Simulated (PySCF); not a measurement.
Co: ionisation energy

Co [Ar] 3d7 4s2 [3d3/2^4 3d5/2^3, M_J = 9/2] → Co⁺ [Ar] 3d8 [3d3/2^4 3d5/2^4, M_J = 4], as a difference of total energies. Calculation: PySCF 2.14, in x2c-TZVPPall-2c; the two-component X2C-1e Hamiltonian. Correlated levels: [Ne] frozen; the 6 highest virtual spinors dropped. "Screened" scales the spin-orbit matrix elements by Boettger's factors to mimic the two-electron term; Breit and QED terms are absent.

```json
{"method": "GHF (spin-free)", "ionisation energy (eV)": "8.271"}
{"method": "GMP2 (spin-free)", "ionisation energy (eV)": "7.023"}
{"method": "GHF (screened spin-orbit)", "ionisation energy (eV)": "8.282"}
{"method": "GMP2 (screened spin-orbit)", "ionisation energy (eV)": "7.034"}
```

**Question.** How much does correlation contribute at GMP2 (screened spin-orbit)?

**Answer.** 7.034 − (8.282) = -1.248 eV, measured against GHF (screened spin-orbit).

Errors of the correlated levels include the incompleteness of this basis and the frozen core.

The labels give the starting determinants; with spin-orbit coupling the two ends relaxed to ⟨J²⟩ = 24.77, ⟨L²⟩ = 12.02, ⟨S²⟩ = 3.76 and ⟨J²⟩ = 20.02, ⟨L²⟩ = 12.01, ⟨S²⟩ = 2.01.

MP2 underrates the near-degeneracy of ns² with np² in the lower species.

For comparison: 7.881 eV (measured; NIST Atomic Spectra Database, ionization energies).
